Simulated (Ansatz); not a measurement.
```yaml
crystal:
  periodic: [false, false, false]
  atoms:
    - {symbol: Y, position_ang: [0.468856, -0.956858, 1.268349]}
    - {symbol: Cu, position_ang: [1.334773, 0.704056, -0.710681]}
    - {symbol: Cu, position_ang: [-0.124724, 1.381136, 1.020074]}
    - {symbol: Cu, position_ang: [-1.421280, 0.157800, -0.212291]}
    - {symbol: Cu, position_ang: [-0.266957, -1.319598, -1.691143]}
basis:
  gaussian: {orbitals: def2-mTZVPP}
total_charge: 1
hamiltonian: {xc: {name: B2GP-PLYP}}
scf: {omitted_lower_state_checks: [starts]}
```

```sh
$ ansatz run in.yaml --threads 4 --pin off --events-out ev --progress --plain --max-ram 4787MiB
```

It prints (some lines left out):

```
Functional definition: B2GP-PLYP
1862 factors; integrals over basis functions are off by at most 2.0e-4 eV
mean field evaluation 1: about -179488.4567 eV, gradient 2.0e2 eV
mean field evaluation 2: about -179488.8909 eV, gradient 2.0e2 eV
mean field evaluation 4: about -179512.0291 eV, gradient 1.2e2 eV
mean field evaluation 8: about -179528.0892 eV, gradient 3.6e0 eV
mean field evaluation 16: about -179528.2086 eV, gradient 6.5e-2 eV
mean field evaluation 32: about -179528.2087 eV, gradient 1.9e-3 eV
mean field -179528.20874592 eV, -6597.5399828219 hartree, gradient 9.4e-6 eV, S^2 0.000000; 0 other end points of the search recorded, 0 dependent functions left out; unrestricted orbitals would lower it
20 core orbitals not correlated: weight in the atoms' cores, before any rotation towards them, 1.000 or more for the frozen orbitals, at most 0.000 for the correlated occupied ones
reference -179528.20886337 eV, -6597.5399871383 hartree; 43, 43 occupied and 102, 102 virtual orbitals, 1862 factors
second order -77.71431854 eV of doubles, -0.00000000 eV of singles
Total energy: -179556.18601805 eV, -6598.5681286090 hartree
Checks for a lower state left out: starts
```

Hardware: 4 threads of Arm Neoverse V2 on a shared host. Wall time 15 s, peak host memory 0.7 GiB.

In the def2 sets Y takes a core potential; there is no spin–orbit coupling. Correlated methods freeze 20 core orbitals; core or outer-core shells of Y are correlated, in sets that lack core-valence functions. The restricted singlet is unstable: a solution with broken spin symmetry lies lower.
